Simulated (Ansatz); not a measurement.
CH₆AlFOSi, SMILES `[CH3][Al]([OH])[SiH2]F`, relaxed with RKS PBE-D4/def2-SVP in Ansatz 0.2.0 from a rough embedded geometry. The force threshold is 0.03 eV/Å; the program also tests the step.

Charge 0, multiplicity 1.

Start:

```xyz
11

C    -1.304   -0.464    1.312
Al    0.134    0.434    0.337
O     0.715    2.068    0.872
Si    1.187   -0.591   -1.522
F     0.958    0.343   -2.901
H    -2.270    0.225    1.259
H    -1.055   -0.592    2.366
H    -1.562   -1.385    0.820
H     0.198    2.742    0.418
H     0.456   -1.917   -1.729
H     2.542   -0.862   -1.231
```

**Question.** How much energy does the relaxation release, and in how many steps? (Estimate.)

**Answer.** Computed: 64.42 kJ/mol, in 26 steps, 2 of them rejected.

**Question.** Which bonds change most? (An estimate is asked.)

**Answer.** The calculation gave: Al2–Si4 from 2.370 to 2.474 Å; Si4–H11 from 1.412 to 1.513 Å; Al2–O3 from 1.815 to 1.727 Å; C1–H6 from 1.187 to 1.111 Å.

**Question.** Give the relaxed structure. (Estimate.)

**Answer.** The calculation gave: 
```xyz
11

C    -1.299   -0.495    1.553
Al   -0.195    0.442    0.240
O    -0.187    2.165    0.338
Si    1.207   -0.583   -1.522
F     1.970    0.677   -2.288
H    -2.136    0.150    1.896
H    -0.693   -0.750    2.451
H    -1.723   -1.446    1.168
H     0.347    2.724   -0.250
H     0.436   -1.356   -2.570
H     2.274   -1.528   -1.016
```
